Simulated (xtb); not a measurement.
F₆Nb (SMILES [F][Nb-]([F])([F])([F])([F])[F]), charge -1, singlet, geometry from GFN2-xTB (such geometries of metal compounds can be far from the true shape); GFN0-xTB in xtb.

The xtb input:
```
$ xtb mol.xyz --gfn 0 --chrg -1 --ohess --json

# file mol.xyz
7

Nb     0.00000000     0.00000000    -0.00000000
F      1.11527446    -0.47737769    -1.40718583
F     -1.11527446     0.47737769     1.40718583
F     -1.17152260     0.79987238    -1.19984896
F     -0.91410953    -1.60754884    -0.17913416
F      0.91410953     1.60754884     0.17913416
F      1.17152260    -0.79987238     1.19984896
```

Question: Write the output that xtb gives for this input, abridged.

Answer: 
```
   ID    Z sym.   atoms
    1   41 Nb     1
    2    9 F      2-7

           -------------------------------------------------
          |                Calculation Setup                |
           -------------------------------------------------

           -------------------------------------------------
          |                 G F N 0 - x T B                 |
           -------------------------------------------------

          ...................................................
          :                      SETUP                      :
          :.................................................:
          :  # basis functions                  34          :
          :  # atomic orbitals                  33          :
          :  # shells                           15          :
          :  # electrons                        48          :
          :  electronic temp.          300.0000000     K    :
          :  accuracy                    1.0000000          :
          :  -> integral cutoff          0.2500000E+02      :
          :  -> integral neglect         0.1000000E-07      :
          ...................................................

         :::::::::::::::::::::::::::::::::::::::::::::::::::::
         ::                     SUMMARY                     ::
         :::::::::::::::::::::::::::::::::::::::::::::::::::::
         :: total energy             -26.734278894789 Eh    ::
         :: gradient norm              0.015608414964 Eh/a0 ::
         :: HOMO-LUMO gap              4.487635541795 eV    ::
         ::.................................................::
         :: H0 energy                -25.401961349716 Eh    ::
         :: repulsion energy           0.043630365996 Eh    ::
         :: electrostat energy        -1.374006538042 Eh    ::
         :: -> Gsolv                   0.000000000000 Eh    ::
         ::    -> Gsasa                0.000000000000 Eh    ::
         ::    -> Gshift               0.000000000000 Eh    ::
         :: dispersion energy         -0.001941373027 Eh    ::
         :: short-range corr.          0.000000000000 Eh    ::
         :: add. restraining           0.000000000000 Eh    ::
         :: total charge              -1.000000000000 e     ::
         :::::::::::::::::::::::::::::::::::::::::::::::::::::

      -----------------------------------------------------------
     |                   =====================                   |
     |                        A N C O P T                        |
     |                   =====================                   |
     |               Approximate Normal Coordinate               |
     |                Rational Function Optimizer                |
      -----------------------------------------------------------
      -----------------------------------------------------------
     |                   =====================                   |
     |                        A N C O P T                        |
     |                   =====================                   |
     |               Approximate Normal Coordinate               |
     |                Rational Function Optimizer                |
      -----------------------------------------------------------

          ...................................................
          :                      SETUP                      :
          :.................................................:
          :   optimization level            normal          :
          :   max. optcycles                   200          :
          :   ANC micro-cycles                  20          :
          :   degrees of freedom                15          :
          :.................................................:
          :   RF solver                   davidson          :
          :   write xtbopt.log                true          :
          :   linear?                        false          :
          :   energy convergence         0.5000000E-05 Eh   :
          :   grad. convergence          0.1000000E-02 Eh/α :
          :   maxmium RF displ.          1.0000000          :
          :   Hlow (freq-cutoff)         0.1000000E-01      :
          :   Hmax (freq-cutoff)         5.0000000          :
          :   S6 in model hess.         20.0000000          :
          ...................................................

generating ANC from exact Hessian ...
Using Lindh-Hessian (1995)
 Shifting diagonal of input Hessian by    0.0000000000000000
 Lowest  eigenvalues of input Hessian
    0.000000    0.000000    0.000000    0.000000    0.000000    0.000000
    0.030446    0.030446    0.030446    0.034532    0.034532    0.034532
    0.068219    0.068219    0.068219    0.326880    0.326880    0.337755
 Highest eigenvalues
    0.326880    0.326880    0.337755    1.050808    1.050808    1.050808

........................................................................
.............................. CYCLE    1 ..............................
........................................................................
 * total energy  :   -26.7342789 Eh     change        0.0000000E+00 Eh
   gradient norm :     0.0156084 Eh/α   predicted     0.0000000E+00 (   0.00%)
   displ. norm   :     0.0461139 α      lambda       -0.7197656E-03
   maximum displ.:     0.0461139 α      in ANC's #12, #11, #5, ...

........................................................................
.............................. CYCLE    2 ..............................
........................................................................
 * total energy  :   -26.7348928 Eh     change       -0.6139449E-03 Eh
   gradient norm :     0.0110882 Eh/α   predicted    -0.3606480E-03 ( -41.26%)
   displ. norm   :     0.1117060 α      lambda       -0.1238616E-02
   maximum displ.:     0.1117060 α      in ANC's #12, #11, #15, ...

........................................................................
[...]
 * total energy  :   -26.7355895 Eh     change       -0.6966653E-03 Eh
 * total energy  :   -26.7356085 Eh     change       -0.1897865E-04 Eh
 * total energy  :   -26.7356103 Eh     change       -0.1811683E-05 Eh
   *** GEOMETRY OPTIMIZATION CONVERGED AFTER 5 ITERATIONS ***
         :: total energy             -26.735610295261 Eh    ::
[...]
     5   9 F    0.463 --     1 Nb   0.432
     6   9 F    0.463 --     1 Nb   0.432
     7   9 F    0.463 --     1 Nb   0.432
 ---------------------------------------------------------------------------

Topologies differ in total number of bonds
Writing topology from bond orders to xtbtopo.mol

 dipole moment from electron density (au)
     X       Y       Z
  -0.0000   0.0000   0.0000  total (Debye):    0.000

           -------------------------------------------------
          |               Frequency Printout                |
           -------------------------------------------------
 projected vibrational frequencies (cm⁻¹)
eigval :       -0.00    -0.00    -0.00    -0.00     0.00     0.00
eigval :       70.23    70.23    70.23   109.38   109.38   109.38
eigval :      115.57   115.57   115.57   292.22   292.22   313.34
eigval :      315.24   315.24   315.25
 reduced masses (amu)
   1: 22.30   2: 30.62   3: 35.22   4: 50.18   5: 37.39   6: 37.85   7: 19.00   8: 19.00
   9: 19.00  10: 39.79  11: 39.79  12: 39.79  13: 19.00  14: 19.00  15: 19.00  16: 19.00
  17: 19.00  18: 19.00  19: 38.93  20: 38.93  21: 38.93
 IR intensities (km·mol⁻¹)
   1:  0.47   2:  1.65   3:  2.30   4:  4.43   5:  2.61   6:  2.68   7:  0.00   8:  0.00
   9:  0.00  10:  4.82  11:  4.82  12:  4.82  13:  0.00  14:  0.00  15:  0.00  16:  0.00
  17:  0.00  18:  0.00  19:  4.75  20:  4.75  21:  4.75
 Raman intensities (Ä⁴*amu⁻¹)
   1:  0.00   2:  0.00   3:  0.00   4:  0.00   5:  0.00   6:  0.00   7:  0.00   8:  0.00
   9:  0.00  10:  0.00  11:  0.00  12:  0.00  13:  0.00  14:  0.00  15:  0.00  16:  0.00
  17:  0.00  18:  0.00  19:  0.00  20:  0.00  21:  0.00
 output can be read by thermo (or use thermo option).
 writing <g98.out> molden fake output.
 recommended (thermochemical) frequency scaling factor: 1.0
           -------------------------------------------------
Molecule has the following symmetry elements: (i) 3*(C4) 4*(C3) 9*(C2) 4*(S6) 3*(S4) 9*(sigma)
It seems to be the Oh point group
          |             Thermodynamic Functions             |
           -------------------------------------------------

oh  symmetry found (for desy threshold:  0.10E+00) used in thermo

          ...................................................
          :                      SETUP                      :
          :.................................................:
          :  # frequencies                          15      :
          :  # imaginary freq.                       0      :
          :  linear?                             false      :
          :  only rotor calc.                    false      :
          :  symmetry                               oh      :
          :  rotational number                      24      :
          :  scaling factor                  1.0000000      :
          :  rotor cutoff                   50.0000000 cm⁻¹ :
          :  imag. cutoff                  -20.0000000 cm⁻¹ :
          :.................................................:

    mode    ω/cm⁻¹     T·S(HO)/kcal·mol⁻¹    T·S(FR)/kcal·mol⁻¹   T·S(vib)
   ------------------------------------------------------------------------
       1     70.23    -1.23638 ( 79.56%)    -0.95564 ( 20.44%)    -1.17900
       2     70.23    -1.23637 ( 79.56%)    -0.95563 ( 20.44%)    -1.17900
       3     70.23    -1.23637 ( 79.56%)    -0.95563 ( 20.44%)    -1.17899
       4    109.38    -0.97789 ( 95.82%)    -0.82448 (  4.18%)    -0.97147
       5    109.38    -0.97787 ( 95.82%)    -0.82447 (  4.18%)    -0.97146
       6    109.38    -0.97787 ( 95.82%)    -0.82447 (  4.18%)    -0.97145
       7    115.57    -0.94606 ( 96.62%)    -0.80818 (  3.38%)    -0.94140
       8    115.57    -0.94606 ( 96.62%)    -0.80818 (  3.38%)    -0.94139
       9    115.57    -0.94605 ( 96.62%)    -0.80818 (  3.38%)    -0.94139
      10    292.22    -0.43562 ( 99.91%)    -0.53348 (  0.09%)    -0.43570
      11    292.22    -0.43561 ( 99.91%)    -0.53348 (  0.09%)    -0.43570
   ------------------------------------------------------------------------

   temp. (K)  partition function   enthalpy   heat capacity  entropy
                                   cal/mol     cal/K/mol   cal/K/mol   J/K/mol
 298.15  VIB  0.367E+05             5719.130     26.683     39.384
         ROT  0.144E+05              888.752      2.981     22.009
         INT  0.529E+09             6607.882     29.664     61.393
         TR   0.288E+28             1481.254      4.968     41.866
         TOT                        8089.1362    34.6323   103.2588   432.0350

       T/K    H(0)-H(T)+PV         H(T)/Eh          T*S/Eh         G(T)/Eh
   ------------------------------------------------------------------------
    298.15    0.128909E-01    0.191082E-01    0.490616E-01   -0.299535E-01
   ------------------------------------------------------------------------

         :::::::::::::::::::::::::::::::::::::::::::::::::::::
         ::                  THERMODYNAMIC                  ::
         :::::::::::::::::::::::::::::::::::::::::::::::::::::
         :: total free energy         -26.765563745851 Eh   ::
         ::.................................................::
         :: total energy              -26.735610295261 Eh   ::
         :: zero point energy           0.006217299685 Eh   ::
         :: G(RRHO) w/o ZPVE           -0.036170750274 Eh   ::
         :: G(RRHO) contrib.           -0.029953450589 Eh   ::
         :::::::::::::::::::::::::::::::::::::::::::::::::::::

optimized geometry written to: xtbopt.xyz

           -------------------------------------------------
          | TOTAL ENERGY              -26.735610295261 Eh   |
          | TOTAL ENTHALPY            -26.716502136568 Eh   |
          | TOTAL FREE ENERGY         -26.765563745851 Eh   |
          | GRADIENT NORM               0.000012952877 Eh/α |
          | HOMO-LUMO GAP               4.328545532487 eV   |
           -------------------------------------------------

normal termination of xtb
```
